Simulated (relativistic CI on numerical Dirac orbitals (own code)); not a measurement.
## Slater's F² for K⁴⁺ from its measured terms

Problem. The ground configuration 3s2 3p3 of K⁴⁺ has the measured levels 4S: 0.0 (J = 3/2); 2D: 24012.5 (J = 3/2), 24249.6 (J = 5/2); 2P: 39758.1 (J = 1/2), 40080.2 (J = 3/2) cm⁻¹ (Sansonetti, J. Phys. Chem. Ref. Data 37, 7 (2008)). Test the one-configuration theory of p3 and extract F²(3p,3p).

Working.
1. Centres of gravity, weighted by 2J + 1: 4S 0.0, 2D 24154.8, 2P 39972.8 cm⁻¹. To first order spin-orbit coupling drops out of them.
2. Slater-Condon theory gives 2D − 4S = 9F²/25 and 2P − 2D = 6F²/25, so the ratio of the upper interval to the lower is 6/9 = 0.667, whatever F².
3. Measured intervals: 24154.8 and 15818.1 cm⁻¹, ratio 0.655.
4. F² from the lower interval is 67097 and from the upper 65909 cm⁻¹.

Check. The radial integral calculated for this configuration (Dirac-KLI orbitals, unscaled) is F² = 80790 cm⁻¹; the two empirical values are 83 % and 82 % of it. The ratio is close to the theoretical one, partly by a balance of effects: correlation narrows both intervals, and second-order spin-orbit coupling (ζ = 1773 cm⁻¹) shifts the centres as well.
